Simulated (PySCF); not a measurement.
## Sr (strontium, neutral) across methods

[Kr] 5s2, closed-shell 1S. Calculation: PySCF 2.14, in aug-cc-pVTZ-X2C; scalar relativity by spin-free X2C-1e.

| method | E (hartree) | mean ε 4s (eV) | mean ε 4p (eV) | mean ε 5s (eV) | Σ⟨r²⟩ (bohr²) | ⟨S²⟩ |
| --- | --- | --- | --- | --- | --- | --- |
| r2SCAN | -3179.25 | -42.406 | -23.714 | -3.574 | 70.90 | 0.000 |
| r2SCANh | -3179.25 | -43.522 | -24.388 | -3.772 | 70.86 | 0.000 |
| PBE0 | -3178.96 | -44.240 | -24.867 | -4.042 | 70.11 | 0.000 |
| r2SCAN0 | -3179.24 | -45.197 | -25.400 | -4.070 | 70.81 | 0.000 |
| revPBE | -3179.08 | -40.947 | -22.886 | -3.479 | 70.16 | 0.000 |
| PBE | -3178.89 | -40.935 | -22.870 | -3.518 | 69.67 | 0.000 |
| UHF | -3177.35359 | -53.020 | -29.800 | -4.931 | 74.34 | 0.000 |
| LDA | -3175.11 | -40.969 | -22.916 | -3.633 | 68.61 | 0.000 |

(1) Estimate the same row for BP86.

Results:

(1) E (hartree) = -3179.66; mean ε 4s (eV) = -41.022; mean ε 4p (eV) = -22.941; mean ε 5s (eV) = -3.643; Σ⟨r²⟩ (bohr²) = 69.00; ⟨S²⟩ = 0.000.
